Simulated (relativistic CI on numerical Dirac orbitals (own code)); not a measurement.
What each ingredient does to the levels of Rb⁹⁺

Base calculation: Dirac-Coulomb-Breit CI, KLI orbitals optimised for each configuration, model QED, unscaled Slater integrals.

Configuration list (outside the closed core [Ne]): 3s2 3p6 3d10, 3s2 3p6 3d9 4s, 3s2 3p6 3d9 4p, 3s2 3p6 3d8 4s2, 3s2 3p6 3d9 4d, 3s2 3p6 3d8 4s 4p, 3s2 3p6 3d9 5s, 3s2 3p6 3d8 4p2, 3s2 3p6 3d9 4f, 3s2 3p6 3d9 5p, 3s2 3p6 3d8 4s 4d, 3s2 3p6 3d9 5d, 3s2 3p6 3d8 4p 4d, 3s2 3p6 3d9 6s, 3s2 3p6 3d9 5f, 3s2 3p6 3d9 5g, 3s2 3p5 3d10 4s, 3s2 3p6 3d9 6p, 3s2 3p6 3d9 6d, 3s2 3p6 3d8 4d2, 3s2 3p5 3d9 4s2, 3s2 3p5 3d10 4p, 3s2 3p5 3d9 4s 4p, 3s2 3p5 3d9 4p2, 3s2 3p5 3d10 4d, 3s2 3p5 3d9 4s 4d, 3s 3p6 3d10 4s, 3s 3p6 3d9 4s2, 3s2 3p5 3d9 4p 4d, 3s2 3p5 3d10 5s, 3s2 3p5 3d10 4f, 3s2 3p5 3d10 5p, 3s 3p6 3d10 4p, 3s2 3p5 3d10 5d, 3s2 3p5 3d10 6s, 3s2 3p5 3d10 5f. Levels of other configurations are missing.

Variants: (1) P86 correlation estimate; (2) QED terms removed. Shifts of the energy above 3s2 3p6 3d10 1S_0, in cm⁻¹, for the lowest level and the first level of each name with at least 55 % of one term (blank where a level changes its place among those of its configuration and J or its character, or is not in the variant):

```
               Level     Base    Δ(1)  Δ(2)
   3s2 3p6 3d10 1S_0        0       0     0
 3s2 3p6 3d9 4s 3D_3   830086  +10385  -474
 3s2 3p6 3d9 4s 3D_2   833545  +10386  -479
 3s2 3p6 3d9 4s 3D_1   842319  +10386  -516
 3s2 3p6 3d9 4s 1D_2   846628  +10387  -514
3s2 3p6 3d9 4p 3P°_2   991312  +11055   -74
3s2 3p6 3d9 4p 3F°_3   998323  +11056   -68
3s2 3p6 3d9 4p 3P°_1  1004299  +11055  -111
3s2 3p6 3d9 4p 3F°_2  1007484  +11056  -106
3s2 3p6 3d9 4p 3F°_4  1008316  +11056   -95
3s2 3p6 3d9 4p 3P°_0  1012196  +11055  -138
3s2 3p6 3d9 4p 1D°_2  1017926  +11055   -93
3s2 3p6 3d9 4p 3D°_3  1019436  +11056  -100
3s2 3p6 3d9 4p 1P°_1  1021828  +11057  -105
3s2 3p6 3d9 4p 3D°_1  1029102  +11056  -127
3s2 3p6 3d9 4p 3D°_2  1031529  +11056  -134
 3s2 3p6 3d9 4d 3S_1  1258000  +11507   -81
 3s2 3p6 3d9 4d 3G_4  1272896  +11507   -73
 3s2 3p6 3d9 4d 3G_5  1273094  +11506   -79
 3s2 3p6 3d9 4d 3P_2  1273409  +11507   -75
 3s2 3p6 3d9 4d 3D_3  1277414  +11505   -77
 3s2 3p6 3d9 4d 3P_0  1279398  +11508   -98
```

At this charge energies of transitions that change n are usually good to better than 1 %, and those within a shell (Δn = 0) to a few per cent.

Ionisation energy from the two ground configurations alone: base 275.252 eV; P86 correlation estimate 276.982 eV. The NIST ASD value (measured) is 277.12 eV.

LS names give the leading component of a level, which can be under half, so a name can repeat, a term be missing and a line seem to break the LS rules.
